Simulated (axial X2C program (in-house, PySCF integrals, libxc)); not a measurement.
## Low determinants of CsC at the PBE0 level, scalar-relativistic

All values were computed with an in-house all-electron X2C program for linear molecules (integrals from PySCF). Spin-free means the one-electron spin-free X2C Hamiltonian. Basis: Cs dyall-cv3z [15s15p9d4f1g], C dyall-v3z [7s6p2d1f] (cores contracted in-house); Gaussian nuclei, density fitting, unrestricted open shells. Masses: Cs 132.905 u, C 12.000 u.

Search at 2.760 Å (vertical energies from the lowest determinant):

| ΔE (eV) | state | electrons beyond evenly filled partner blocks | electrons in σ, π, δ, φ |
| --- | --- | --- | --- |
| 0.00 | M_S = 3/2, Λ = 0 | σα, π+α, π-α | 27 26 8 0 |
| 0.67 | M_S = 1/2, Λ = 0 | σβ, π+α, π-α | 27 26 8 0 |
| 1.42 | M_S = 1/2, Λ = 2 | σα, π+α, π+β | 27 26 8 0 |
| 1.42 | M_S = 1/2, Λ = 0 | σα, π+β, π-α | 27 26 8 0 |
| 1.92 | M_S = 1/2, Λ = 1 | π+α | 28 25 8 0 |
| 1.92 | M_S = 1/2, Λ = 1 | π+α, π+β, π-α | 26 27 8 0 |
| 2.97 | M_S = 3/2, Λ = 1 | 2 × σα, π+α | 28 25 8 0 |

Lowest determinant, M_S = 3/2, Λ = 0 (beyond evenly filled blocks: σα, π+α, π-α): Re = 2.709 Å, ωe = 310.9 cm⁻¹.

The determinant in row 2 of the search, M_S = 1/2, Λ = 0 (beyond evenly filled blocks: σβ, π+α, π-α), was followed along the bond at PBE0; measured from the minimum of the lowest determinant it gives:

Te = 0.666 eV (5370 cm⁻¹), Re = 2.703 Å, ωe = 298.4 cm⁻¹.

(1) Compare the bond of the determinant in row 2 with that of the lowest one.

The search compares states at one distance, so a state with another bond length can lie lower; it is not exhaustive and yields mostly the lowest determinant of each block pattern, so other components and higher states of one pattern are missing. These are energies of single determinants, not of spin-adapted states; PBE0 term energies can be off by some tenths of an eV, and the functional has no current term. Row 2 is spin-contaminated (⟨S²⟩ = 1.76 against 0.75), so its values are not those of a pure state.

Results:

(1) At PBE0 its Re is 0.006 Å shorter and its force constant, which goes as ωe², is 0.92 times that of the lowest determinant. This determinant mixes spin states, so it has no term energy of its own.
